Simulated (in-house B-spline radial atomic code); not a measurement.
Configurations of Ga⁺, with energies counted from [Ar] 3d10 4s2. Level of theory: non-relativistic TPSSh, spin-polarised, spherical fractional occupations, point nucleus; calculated with a radial B-spline atomic code at the basis-set limit. Caution: exact exchange at fractional occupations of open shells leaves self-interaction of up to several eV. Shells without spins written out take the highest spin.

Occupations are held fixed; configurations that lie above the ionisation limit could autoionise.

| configuration | E - E(ref) (eV) | highest orbital | its <r> (bohr) |
| --- | --- | --- | --- |
| [Ar] 3d10 4s1 4p1 | 6.008 | 4p up | 2.756 |
| [Ar] 3d10 4s1 5d1 | 16.316 | 5d up | 9.853 |
| [Ar] 3d10 4s1 4f1 | 16.586 | 4f up | 8.812 |
| [Ar] 3d(4 up, 5 down) 4s2 5d(1 up, 0 down) | 34.871 | 5d up | 9.573 |
| [Ar] 3d(5 up, 4 down) 4s2 4f(1 up, 0 down) | 35.233 | 4f up | 8.769 |
| [Ne] 3s2 3p(3 up, 2 down) 3d10 4s2 5s(1 up, 0 down) | 110.79 | 5s up | 5.247 |

**Question.** Order these further configurations by energy, lowest first.
A. [Ar] 3d9 4s2 5s1
B. [Ne] 3s2 3p(3 up, 2 down) 3d10 4s2 5d(0 up, 1 down)
C. [Ne] 3s2 3p5 3d10 4s2 4d1
D. [Ar] 3d10 4s1 5f1
E. [Ne] 3s2 3p5 3d10 4s2 4f1

**Answer.** D (17.725 eV), A (30.59 eV), C (112.44 eV), B (115.08 eV), E (115.45 eV).

**Question.** How far above the reference does [Ne] 3s2 3p5 3d10 4s2 5d1 lie?

**Answer.** 115.07 eV; its least bound orbital is 5d up with <r> = 9.519 bohr.
